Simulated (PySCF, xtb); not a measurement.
B(Cl)(F)(OAc) (C₂H₃BClFO₂), SMILES CC(=O)OB(F)Cl.

xtb with GFN2-xTB at its own geometry gives an orbital gap of 4.32 eV and a dipole moment of 3.75 D.

Geometry: TPSSh-D3(BJ)/def2-SVP. This is a generated structure with no PubChem entry under its InChIKey; it may be hypothetical. One conformer was computed; it need not be the lowest.

Q: What does PBE/def2-TZVP run with PySCF give? (The exact figures need the calculation; the answer reports its results.)

A: gap 4.96 eV (levels -7.01 and -2.04 eV), dipole 2.73 D.
